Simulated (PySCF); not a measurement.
# ICl₆: breathing scan

Computed with UB3LYP in PySCF with I def2-SVP with ECP28, Cl def2-SVP; scalar-relativistic core potentials, no spin–orbit coupling; density-fitted integrals.

Rigid scan from the doublet minimum (I–Cl 2.469 Å (×6); Cl–I–Cl 90.0° (×12), Cl–I–Cl 180.0° (×3)). Coordinate: all bonds to the central atom scaled together. Energies in kJ/mol from the minimum.

(1) Predict the curve at 0.88, 0.92, 0.96, 1.00, 1.04, 1.08, 1.14, 1.22, 1.35.

Answers

(1) 
```
scale of all bonds to the centre  E (kJ/mol)  ⟨S²⟩
                            0.88       437.4  0.75
                            0.92       163.4  0.75
                            0.96        34.6  0.76
                            1.00         0.0  0.76
                            1.04        24.4  0.76
                            1.08        83.9  0.77
                            1.14       205.3  0.79
                            1.22       382.8  0.86
                            1.35       639.2  1.30
```

Spin contamination is strong at 1.35, so these points are less reliable.

Spin–orbit coupling, left out here, can matter for elements this heavy.

Other isomers or separated fragments may lie lower.
